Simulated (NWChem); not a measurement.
Species: B2F3, doublet; SMILES F[B]B(F)F

```xyz
5

F     -0.2162    -2.2178     0.0000
B      0.3730    -1.0653     0.0000
B     -0.0076     0.5664     0.0000
F     -0.0576     1.2513     1.1315
F     -0.0576     1.2513    -1.1315
```
Atoms are numbered in this order, from 1.

Computed with NWChem. Pople sets run with spherical d functions. Spin-unrestricted. In the optimisation the excess spin sits in a' (Cs, its own frame). All runs use the structure optimised with PBE0/def2-SVP, spin-unrestricted. No stability test was run on the SCF state. Vzz is the largest principal value of the second derivative of the potential at the nucleus (NWChem prints the opposite sign); η is the asymmetry. Non-relativistic.

For level UHF/def2-TZVP:

| Item | Value |
|---|---|
| Vzz B2 (a.u.) | 0.486 |
| Vzz B3 (a.u.) | 0.383 |

**Question.** Estimate the same quantities for level CAM-B3LYP/6-31G*.

**Answer.** The vzz B2 (a.u.) is 0.420. The vzz B3 (a.u.) comes out as 0.283.
